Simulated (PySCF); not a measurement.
Species: Si(vinyl)3(tBu), C₁₀H₁₈Si.
Bonds: Si1–C2, Si1–C7, Si1–C12, Si1–C17, C2–C3, C7–C8, C12–C13, C17–C18, C17–C19, C17–C20. Hydrogens: H4 on C2; H5, H6 on C3; H9 on C7; H10, H11 on C8; H14 on C12; H15, H16 on C13; H21, H22, H23 on C18; H24, H25, H26 on C19; H27, H28, H29 on C20.

Method: PBE0-D3(BJ)/def2-SVP geometry optimisation, gas phase (PySCF); density fitting, grid level 1; the optimiser is geomeTRIC in internal coordinates, started from a GFN2-xTB structure with every atom displaced at random (about 0.03 Å).

Step 1: E = -18514.2174 eV
```
atom  x, y, z in Å  |  force x, y, z in eV/Å
Si1     0.2372    0.3219    0.2004   -0.553   0.294   0.031
C2      0.2684    0.2506    2.0727    0.249  -0.098  -0.239
C3     -0.1039    1.2961    2.8196   -0.143  -0.157   0.229
H4      0.6524   -0.6608    2.5552   -0.036   0.139   0.140
H5     -0.5150    2.2107    2.3738    0.147  -0.017  -0.011
H6     -0.0570    1.2698    3.9148   -0.016   0.032   0.016
C7      1.9645    0.4406   -0.5008   -0.112  -0.096   0.511
C8      3.0228    0.6986    0.2796    0.363   0.124  -0.547
H9      2.1032    0.3096   -1.5833    0.135   0.053   0.082
H10     2.9979    0.8570    1.3631   -0.333  -0.074  -0.004
H11     4.0154    0.8116   -0.1678    0.161  -0.058   0.013
C12    -0.7052    1.8762   -0.2868    1.049  -0.517  -0.029
C13    -0.0489    2.8580   -0.9185   -1.124   1.092  -0.585
H14    -1.7875    1.9519   -0.0898    0.239   0.203  -0.134
H15     0.9905    2.9927   -1.2515    0.081  -0.843   0.519
H16    -0.6367    3.7175   -1.2577   -0.140   0.270   0.034
C17    -0.6887   -1.1684   -0.5211   -0.360  -0.578   0.245
C18    -0.9035   -0.9981   -2.0196    0.208   0.073  -0.305
C19    -2.0653   -1.3213    0.1729    0.408   0.248  -0.275
C20     0.1394   -2.4333   -0.2644    0.465  -0.105  -0.009
H21    -1.4207   -1.8755   -2.4453   -0.074  -0.021   0.041
H22    -1.4945   -0.1038   -2.2661   -0.074   0.029   0.059
H23     0.0472   -0.9065   -2.5723    0.027   0.001   0.065
H24    -2.7185   -0.4518   -0.0141    0.065  -0.013   0.019
H25    -1.9573   -1.4326    1.2613   -0.053  -0.071   0.037
H26    -2.5820   -2.2042   -0.2352   -0.057  -0.101   0.075
H27     0.2863   -2.6393    0.8078   -0.156   0.034   0.072
H28     1.1623   -2.3789   -0.6866   -0.191   0.155  -0.056
H29    -0.3223   -3.3304   -0.7099   -0.173   0.003   0.008
```

Step 2: E = -18514.3153 eV
```
atom  x, y, z in Å  |  force x, y, z in eV/Å
Si1     0.2313    0.3484    0.1865    0.161   0.178   0.019
C2      0.2730    0.2651    2.0645    0.076   0.018   0.069
C3     -0.0807    1.2671    2.8811   -0.217   0.162  -0.307
H4      0.6294   -0.6593    2.5388    0.013  -0.057  -0.029
H5     -0.4562    2.2214    2.4726    0.131  -0.175   0.149
H6     -0.0478    1.1792    3.9731    0.039   0.013  -0.010
C7      1.9793    0.4175   -0.4883    0.290  -0.142  -0.720
C8      3.0844    0.6577    0.2285    0.187   0.111  -0.229
H9      2.1160    0.2600   -1.5815   -0.107   0.058   0.387
H10     2.9775    0.8294    1.2991    0.238   0.048   0.294
H11     4.1091    0.7275   -0.2071   -0.639  -0.101   0.240
C12    -0.6820    1.8986   -0.3338   -0.537   0.383  -0.007
C13    -0.2097    2.9868   -0.9537    0.278  -0.370  -0.117
H14    -1.7457    1.9204   -0.1149   -0.565  -0.132   0.187
H15     0.8511    2.9403   -1.1816    0.432   0.562  -0.288
H16    -0.7957    3.8707   -1.2882    0.228  -0.530   0.313
C17    -0.6800   -1.1755   -0.5227    0.049  -0.051   0.084
C18    -0.8492   -1.0205   -2.0354   -0.482   0.522   0.108
C19    -2.0602   -1.2842    0.1425    0.081  -0.365  -0.198
C20     0.1465   -2.4367   -0.2262   -0.427   0.064   0.006
H21    -1.3638   -1.8993   -2.4501   -0.147  -0.092  -0.066
H22    -1.4428   -0.1092   -2.2956    0.262  -0.465   0.107
H23     0.1077   -0.9456   -2.5524    0.375   0.058  -0.158
H24    -2.6952   -0.4136   -0.0691   -0.045   0.090  -0.084
H25    -1.9909   -1.3750    1.2371    0.031  -0.063   0.018
H26    -2.5828   -2.1844   -0.2503    0.035   0.217   0.160
H27     0.2445   -2.6085    0.8506    0.002  -0.056   0.247
H28     1.1571   -2.3925   -0.6359    0.293   0.114  -0.191
H29    -0.3435   -3.3280   -0.6573   -0.033   0.001   0.015
```

Step 3: E = -18514.4364 eV
```
atom  x, y, z in Å  |  force x, y, z in eV/Å
Si1     0.2171    0.3516    0.1786   -0.078   0.155  -0.014
C2      0.2723    0.2630    2.0528    0.083  -0.015  -0.025
C3     -0.0811    1.2701    2.8604    0.009   0.027   0.001
H4      0.6370   -0.6606    2.5239   -0.039  -0.018  -0.001
H5     -0.4300    2.2317    2.4644   -0.017  -0.032  -0.010
H6     -0.0311    1.1874    3.9524    0.003   0.006   0.004
C7      1.9622    0.4310   -0.5029    0.002  -0.016  -0.101
C8      3.0491    0.6772    0.2378    0.128  -0.012  -0.025
H9      2.1044    0.2780   -1.5844    0.005   0.010   0.080
H10     2.9819    0.8439    1.3199   -0.012   0.001  -0.021
H11     4.0586    0.7229   -0.1972   -0.121   0.000   0.050
C12    -0.7152    1.9024   -0.3323   -0.046  -0.027   0.016
C13    -0.1561    2.9513   -0.9477    0.031   0.123   0.025
H14    -1.7948    1.9503   -0.1198    0.066   0.007  -0.030
H15     0.9172    2.9837   -1.1772   -0.053  -0.054   0.006
H16    -0.7310    3.8424   -1.2366    0.015  -0.094   0.018
C17    -0.6864   -1.1794   -0.5243   -0.030  -0.120   0.069
C18    -0.8589   -1.0289   -2.0364    0.049   0.113  -0.092
C19    -2.0612   -1.3072    0.1405    0.024   0.033  -0.079
C20     0.1425   -2.4304   -0.2209    0.102  -0.016   0.029
H21    -1.3754   -1.9117   -2.4548   -0.009   0.015   0.005
H22    -1.4528   -0.1346   -2.2966    0.050  -0.090   0.027
H23     0.1105   -0.9436   -2.5584   -0.057  -0.009   0.042
H24    -2.7014   -0.4375   -0.0776   -0.017   0.000   0.009
H25    -1.9820   -1.3971    1.2349   -0.009  -0.016   0.008
H26    -2.5848   -2.2034   -0.2393   -0.007   0.016   0.032
H27     0.2486   -2.6011    0.8638   -0.013   0.007  -0.038
H28     1.1595   -2.3651   -0.6435   -0.048  -0.001   0.001
H29    -0.3383   -3.3283   -0.6492   -0.011   0.007   0.014
```

Question: Estimate the geometry and energy of step 4. (The exact step hangs on the optimiser's Hessian estimate; all steps are aligned on step 3, rigid shifts and turns removed.)

Answer: E = -18514.4400 eV, largest force 0.072 eV/Å
```
atom  x, y, z in Å  |  force x, y, z in eV/Å
Si1     0.2116    0.3563    0.1751   -0.067  -0.013  -0.021
C2      0.2840    0.2578    2.0467    0.039  -0.005  -0.009
C3     -0.0718    1.2697    2.8472   -0.005  -0.006   0.009
H4      0.6466   -0.6672    2.5167   -0.008   0.011   0.003
H5     -0.4349    2.2184    2.4352    0.007   0.016   0.021
H6     -0.0177    1.2025    3.9402   -0.007   0.000  -0.002
C7      1.9539    0.4363   -0.5149   -0.029   0.008  -0.013
C8      3.0341    0.6798    0.2362    0.054  -0.004  -0.013
H9      2.0999    0.2863   -1.5942    0.018   0.002   0.022
H10     2.9535    0.8437    1.3174    0.002   0.003  -0.007
H11     4.0450    0.7292   -0.1873   -0.022  -0.004   0.010
C12    -0.7239    1.9055   -0.3219    0.007  -0.044   0.018
C13    -0.1485    2.9491   -0.9298   -0.003   0.057  -0.012
H14    -1.8014    1.9600   -0.1107    0.011   0.017  -0.016
H15     0.9236    2.9560   -1.1598   -0.006   0.002   0.003
H16    -0.7109    3.8440   -1.2221   -0.004  -0.009   0.004
C17    -0.6871   -1.1815   -0.5230   -0.017  -0.060   0.036
C18    -0.8537   -1.0307   -2.0364    0.014   0.028  -0.022
C19    -2.0636   -1.3068    0.1375    0.016   0.025  -0.035
C20     0.1459   -2.4294   -0.2160    0.011   0.006   0.012
H21    -1.3703   -1.9123   -2.4567   -0.005   0.005  -0.001
H22    -1.4458   -0.1387   -2.2973    0.007  -0.016   0.006
H23     0.1163   -0.9457   -2.5524    0.004  -0.006   0.001
H24    -2.7047   -0.4378   -0.0825    0.001  -0.002   0.005
H25    -1.9873   -1.3953    1.2326   -0.004  -0.005   0.005
H26    -2.5891   -2.2032   -0.2372   -0.007  -0.006   0.004
H27     0.2520   -2.5959    0.8683    0.001   0.003  -0.003
H28     1.1602   -2.3630   -0.6413   -0.007   0.000  -0.008
H29    -0.3356   -3.3291   -0.6395   -0.005  -0.002   0.006
```

The energy changes by -0.0036 eV. The first-order estimate −F·Δx gives -0.0077 eV and the mean of the old and new forces, exact on a quadratic surface, -0.0035 eV. The step makes an angle of 79° with the force vector and moves no atom by more than 0.033 Å.

What follows is the cost of the whole optimisation. On 2 threads of an Intel Xeon Platinum 8259CL at 2.50 GHz, shared host, this took 4.9 min wall, 11 min CPU and 1.8 GiB of memory at its peak.
